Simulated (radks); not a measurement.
Task: Neutral sulfur, 16 electrons, occupied as [Ne] 3s2 3p3 7s1 (not the ground configuration). Method: scalar-relativistic Kohn-Sham, PBE, spin-polarised, spherical densities, point nucleus; open shells are filled with parallel spins first; computed with a radial shooting solver on a logarithmic mesh with Libxc functionals. Some entries of the table are withheld. Estimate them.

orbital,occ.,eigenvalue (eV),<r^2> (bohr^2),<1/r> (bohr^-1)
1s up,1,-2416.567,0.01263,15.66
1s down,1,-2416.124,0.01263,15.66
2s up,1,-222.1434,0.2731,3.066
2s down,1,-221.7063,0.2727,3.064
2p up,3,-167.0462,0.2448,2.960
2p down,3,-166.4412,0.2444,2.959
3s up,1,-27.7375,(1),0.8402
3s down,1,-24.2958,(2),0.8407
3p up,3,-16.8313,4.120,0.7193
7s up,1,-0.4873,1156,0.04151

Result: 
(1) 3s up <r^2> (bohr^2): 3.066
(2) 3s down <r^2> (bohr^2): 3.133
